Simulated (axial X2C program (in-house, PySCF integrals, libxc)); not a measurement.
# GeB: cheaper levels and CCSD(T), with spin–orbit coupling

All values were computed with an in-house all-electron X2C program for linear molecules (integrals from PySCF). Two-component (2c) means X2C with spin–orbit coupling and atomic mean-field two-electron Coulomb and Gaunt terms. Basis: Ge dyall-cv3z [9s9p7d4f1g], B dyall-v3z [7s6p2d1f] (cores contracted in-house); Gaussian nuclei, density fitting, unrestricted open shells. Masses: Ge 73.921 u, B 11.009 u.

State: Ω = 3/2 (⟨Sz⟩ = 1.50, ⟨Lz⟩ = 0.00 at HF); fragments Ge + B.

```json
{"level": "PBE0", "Re (Å)": "1.973", "ωe (cm⁻¹)": "648.7"}
{"level": "HF", "Re (Å)": "1.940", "ωe (cm⁻¹)": "705.5"}
{"level": "CCSD", "Re (Å)": "1.991", "ωe (cm⁻¹)": "625.6"}
{"level": "TPSS", "Re (Å)": "1.990", "ωe (cm⁻¹)": "622.9"}
```

Correlated methods: 7 electrons correlated (number of frozen shells: Ge 3 s, 2 p, 1 d; B 1 s), 213 virtual spin orbitals or spinors in MP2, 90 natural virtuals in coupled cluster.

CCSD(T), same Hamiltonian and basis:

Re = 2.002 Å, ωe = 618.2 cm⁻¹; T1 = 0.035 (Lee–Taylor normalisation).

Problem. Give the differences from CCSD(T) in the columns below.

Solution. 

```csv
level,ΔRe (Å),Δωe (cm⁻¹)
PBE0,-0.029,30
HF,-0.062,87
CCSD,-0.011,7
TPSS,-0.012,5
```

One determinant describes the state; a PBE0 search over occupations chose it and may have missed a lower one. De is not given where an atomic determinant may have missed its ground term or J level, or where the truncated virtual space spoils (T). Density functionals use the spin component along the axis (collinear). Coupled cluster ran in a truncated set of natural virtual spinors; the MP2 energy of the rest was added. (T) has no such correction and the atoms are truncated less, which lowers De at CCSD(T) by a hundredth of an eV or more. PBE0 can misorder states that lie within some tenths of an eV, so this need not be the ground state of the molecule. The nearest other 2c determinant of the search, Ω = 1/2, lies 0.33 eV up at the distance of the search. Without a current term, density functionals place determinants with orbital angular momentum somewhat too high. With several unpaired electrons one determinant need not be a pure state. This is the top spin component of a Σ state; components of lower Ω are not single determinants and can lie lower. With the outer-core shells frozen, correlated bond lengths of heavy atoms tend to come out a few hundredths of an ångström too long.
